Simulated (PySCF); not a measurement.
How methods differ on the excitation energy of Zn²⁺

Zn²⁺ [Ar] 3d10 (1S) → Zn²⁺ [Ar] 3d9 4p1 (high-spin determinant), as a difference of total energies. Calculation: PySCF 2.14, in aug-cc-pVQZ-DK (9s8p6d4f3g2h, 140 functions); the spin-free X2C one-electron Hamiltonian (Gaussian nucleus). Correlated levels: valence: [Ar] frozen. The calculations carry no spin-orbit coupling.

```tsv
method	excitation energy (eV)
UHF	15.281
LDA	17.324
PBE	16.781
PBE0	16.640
r2SCAN	16.489
B2PLYP	16.939
MN15	17.421
BHandHLYP	16.376
MP2 (valence)	17.810
SCS-MP2 (valence)	17.593
```

Q: How much does correlation contribute at MP2 (valence)?

A: 17.810 − (15.281) = 2.529 eV, measured against UHF.

A first-order spin-orbit estimate (lowest level to lowest level, LS coupling) adds -0.094 eV.

The determinant of the upper state mixes LS terms, which raises its energy above the lowest term, most at the Hartree-Fock and MP2 levels.
